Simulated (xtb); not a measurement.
CH₁₁NOSi₃, SMILES O[SiH2]C[SiH2]N[SiH3]. All values are semi-empirical tight-binding results from xtb (GFN2-xTB unless named), good for trends rather than for accurate numbers. Geometry: GFN2-xTB. The structure was generated by enumeration, and PubChem lists no compound with its InChIKey, so it may never have been made. Other conformers were not sampled.

Computed properties:
```yaml
orbital_gap: 5.11 eV
dipole_moment: 2.15 D
zero_point_energy: 71.1 kcal/mol
G − E(el) at 298.15 K (modified RRHO): 48.2 kcal/mol
static polarisability (D4 model): 114.2 bohr³
solvation energy, GFN2-xTB/ALPB(water): -0.6 kcal/mol
solvation energy, GFN2-xTB/ALPB(dmso): -6.1 kcal/mol
```
